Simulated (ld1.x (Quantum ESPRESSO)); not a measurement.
# Ge (Z = 32): one change to a PAW potential, before and after

ld1.x (Quantum ESPRESSO) 7.5 input, shortened:

```
&input
   title='Ge', zed=32., rel=1, dft='BP', iswitch=3,
   config='[Ar] 3d10 4s2 4p2'
 /
 &inputp
   pseudotype=3, lpaw=.true., tm=.true., lloc=-2, rcloc=1.80,
   nlcc=.true., new_core_ps=.true., rcore=1.45,
   which_augfun='PSQ', rmatch_augfun_nc=.true.
 /
4
4S  1  0   2.00   0.00  1.70  1.95  0.0
4S  1  0   0.00   0.05  1.70  1.95  0.0
4P  2  1   2.00   0.00  1.95  2.55  0.0
4P  2  1   0.00   0.70  1.95  2.55  0.0
 &test
   configts(1)='4s2 4p2'
 /
```

All-electron outer shells of the reference configuration (BP86, scalar-relativistic, ld1.x):

```
shell  level (eV)  outermost node (bohr)  outermost maximum (bohr)
   3p     -115.71                   0.23                      0.54
   3d      -29.44                      –                      0.50
   4s      -11.88                   0.77                      1.73
   4p       -4.03                   0.82                      2.22
```

Change: type RRKJ; waves now 4p (bound): rc 2.55 bohr; 4s (bound): rc 1.95 bohr; local potential the s channel.

Cutoffs: the cutoffs (Ry, on a coarse ladder) from which the occupation-weighted sum of valence levels, in a spherical-Bessel basis at the reference potential, stays within 10 and 1 mRy of its value at 400 Ry; they do not see the model core or the augmentation charge, which bear on the density cutoff. Errors are all-electron minus pseudo energies relative to the spin-unpolarised reference configuration.

Question: What does the change do?

Answer: The potential gets harder (8 Ry and 12 Ry → 21 Ry and 40 Ry); of the 7 tests that both files solve, the error grows in 1 and shrinks in 4 by more than 15 % and 0.3 meV (median size 11.2 → 16.0 meV); the range in which the s phases agree narrows (upper end at the end of the scan → 1.7); neither file shows a bound ghost. Several settings change at once here, so the effects cannot be laid on one of them.

```tsv
quantity	base	changed
cutoff, loose	8 Ry	21 Ry
cutoff, tight	12 Ry	40 Ry
loose cutoff by channel (10 mRy a level)	s 6 Ry, p 6 Ry	p 6 Ry, s 12 Ry
bound ghosts	none	none
error for 4s2 4p1, meV [ΔE 7.59 eV]	-6.9	-4.9
error for 4s2 4p0, meV [ΔE 23.19 eV]	-56	-36
error for 4s1 4p0, meV [ΔE 58.19 eV]	-337	-252
error for 4s2 4p1.5, meV [ΔE 2.87 eV]	-1.3	-1.0
error for 4s1 4p3, meV [ΔE 8.00 eV]	-11	-16
error for 4s1 4p2, meV [ΔE 16.33 eV]	-33	-34
error for 4s2 4p2.3, meV [ΔE -0.92 eV]	0.0	0.0
s: phases at 2.76 bohr within 0.05 rad from the reference energy up to (Ry; the scan ends near 5)	to the end of the scan	1.7
p: phases at 2.76 bohr within 0.05 rad from the reference energy up to (Ry; the scan ends near 5)	3.1	3.2
```
